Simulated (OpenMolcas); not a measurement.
# C2F6: a line through the functionals

C2F6 has 8 atoms, charge 0, and is taken as a singlet. As SMILES, `FC(F)(F)C(F)(F)F`. The shape is that of a PBE0-D4/def2-TZVP optimisation.

The HOMO–LUMO gap y, in eV, basis 6-31G(d); a is the functional's share of exact exchange. Programs: OpenMolcas 26.06.

```
functional     program     a  y (eV)
    revPBE  OpenMolcas     0   10.51
       PBE  OpenMolcas     0   10.44
     B3LYP  OpenMolcas   0.2       ?
      PBE0  OpenMolcas  0.25   13.74
     BHLYP  OpenMolcas   0.5   17.15
```

Problem. Fit y = c + s·a to the known rows and predict B3LYP.

Solution. 
1. Means of the 4 rows: a = 0.1875, y = 12.960.
2. Σ(Δa)² = 0.17188, Σ(Δa·Δy) = 2.29, so the slope is 2.29/0.17188 = 13.323.
3. Intercept: 12.960 − (13.323) × 0.1875 = 10.462. The largest residual of the fit is 0.053.
4. B3LYP: 10.462 + (13.323) × 0.2 = 13.13 eV.

The run gave 13.15 eV, so the prediction is off by -0.02 eV, within the scatter of the fit. Exact exchange lowers occupied levels and raises empty ones. The rows mix families of semi-local functionals, which the line can't see.
